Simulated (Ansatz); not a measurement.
Mulliken charges of BrCuH3N, SMILES `[NH3+][Cu-][Br]` from PBE/def2-TZVPP in Ansatz (PBE0-D4/def2-TZVP geometry).

```tsv
atom	x (Å)	y (Å)	z (Å)	charge (e)
N1	-0.801	0.002	0.193	-0.205
Cu2	1.089	-0.026	-0.276	0.060
Br3	3.237	-0.060	-0.810	-0.443
H4	-1.232	-0.906	0.047	0.196
H5	-1.313	0.675	-0.368	0.196
H6	-0.938	0.251	1.167	0.196
```

Problem. By hand: the dipole of these point charges (1 e Å = 4.8032 D).

Solution. Σ q r = (-1.887, 0.029, 0.469) e Å, of length 1.945 e Å = 9.34 D.

Problem. How does the dipole of the full density compare? (Best estimate.)

Solution. Ansatz gave: (-1.733, 0.026, 0.430) e Å, 8.58 D; the point charges give 1.09 times that, at 0° from its direction.

Point charges leave out the atoms' own dipoles, such as those of lone pairs, and Mulliken's split depends on the basis, so the close match here is no proof of good charges.
